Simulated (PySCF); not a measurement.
MK for M along the chalcogens

PBE0 with double-zeta basis sets in PySCF, for the lowest determinant that a PBE0 search found; no spin–orbit coupling. De refers to high-spin ground-configuration atoms. A positive dipole means M(−)K(+).

```
 M       basis  state (unpaired electrons)  Re (Å)  ωe (cm⁻¹)  De (eV)  μ (D)
 S  x2c-SVPall               doublet (π ↑)   2.821        259     2.45   9.54
Se    def2-SVP               doublet (π ↑)   2.961        198     2.37  10.03
Te    def2-SVP               doublet (π ↑)   3.180        167     2.18  10.59
```

The shortest bond is that of KS (2.821 Å), the longest that of KTe (3.180 Å).

The rows differ in basis set, which adds steps of its own.

Down a group the atoms grow and get heavier, so bonds lengthen and wavenumbers fall; this series shows no clear exception.

Spin–orbit coupling is left out, which matters for elements this heavy, above all for dissociation energies. States were picked by a PBE0 search and need not be the measured ground states.
